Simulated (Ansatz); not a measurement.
The same path of a periodic cell of 13 atoms, Be12Br (surface Be(0001), adsorbate Br) was run twice with different band settings. Lost on the way: Be11–Br13. Made: Be12–Br13.

Theory: DFT PBE, scalar-relativistic, plane waves, PAW (Ansatz). Settings: cutoff 420 eV, k mesh 5x5x1, gaussian smearing 0.15 eV, no spin polarisation.

Relaxed end points:

```xyz
13
Lattice="4.5800 0.0000 0.0000 2.2900 3.9664 0.0000 0.0000 0.0000 15.5884" Properties=species:S:1:pos:R:3
Be 0.000 0.000 1.000
Be 2.290 0.000 1.000
Be 1.145 1.983 1.000
Be 3.435 1.983 1.000
Be 0.022 1.309 2.872
Be 2.268 1.309 2.872
Be 1.145 3.305 2.768
Be 3.435 3.331 2.872
Be -0.027 -0.016 4.760
Be 2.317 -0.016 4.760
Be 1.145 2.014 4.760
Be 3.435 1.983 4.502
Br 1.145 0.661 6.670
```

```xyz
13
Lattice="4.5800 0.0000 0.0000 2.2900 3.9664 0.0000 0.0000 0.0000 15.5884" Properties=species:S:1:pos:R:3
Be 0.000 0.000 1.000
Be 2.290 0.000 1.000
Be 1.145 1.983 1.000
Be 3.435 1.983 1.000
Be -0.022 1.309 2.872
Be 2.312 1.309 2.872
Be 1.145 3.331 2.872
Be 3.435 3.305 2.768
Be 0.027 -0.016 4.760
Be 2.263 -0.016 4.760
Be 1.145 1.983 4.502
Be 3.435 2.014 4.760
Br 3.435 0.661 6.670
```

Common settings: climbing image yes; optimiser quadratic models (default); force threshold 0.05 eV/Å; end points relaxed; atoms held 1 to 4.

| run | movable images | spring | start path | iteration limit |
| --- | --- | --- | --- | --- |
| 1 | 5 | 1.0 eV/Å² | IDPP | 13 |
| 2 | 1 | 5.0 eV/Å² | default | 50 |

**Question.** What does each run give, and how far can it be trusted?

**Answer.** Run 1: converged after 8 iterations, highest image 0.099 eV above the first end. The profile has 2 maxima (images 1, 4) with wells between them (image 3): this band takes more than one step, which may be the mechanism or a detour left from its start path. A structure lower than the first end lies on the path between it and the top, so the climb from that side starts below the end, which may itself be a saddle point or a shallow side well. The order of the stationary point at the top wasn't checked.
Run 2: converged after 12 iterations, highest image 0.099 eV above the first end. The order of the stationary point at the top wasn't checked. So few images can step over the top or miss a turn of the path.
Limits of this set-up: coarse k mesh, thin slab, slab without dipole correction, odd electron count without spin.
